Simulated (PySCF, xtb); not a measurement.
C₄H₄ClF, SMILES C(=C/C(=C)F)/Cl. One conformer was computed; it need not be the lowest.

Harmonic wavenumbers (cm⁻¹) from GFN2-xTB in xtb at its own minimum, in rising order: 53, 148, 291, 294, 419, 569, 663, 691, 739, 778, 861, 872, 875, 938, 1179, 1252, 1302, 1374, 1622, 1659, 3066, 3087, 3139, 3179.

Question: What does B3LYP-D3(BJ)/def2-SVP in PySCF give at its own minimum? (Estimate from the structure and the level; the computed values follow.)

Answer: 66, 165, 310, 325, 452, 622, 707, 724, 752, 772, 866, 898, 958, 965, 1219, 1315, 1388, 1404, 1657, 1726, 3175, 3181, 3211, 3283. Paired by order, the mean absolute difference is 46 cm⁻¹ and the zero-point energies are 41.5 and 43.1 kcal/mol.
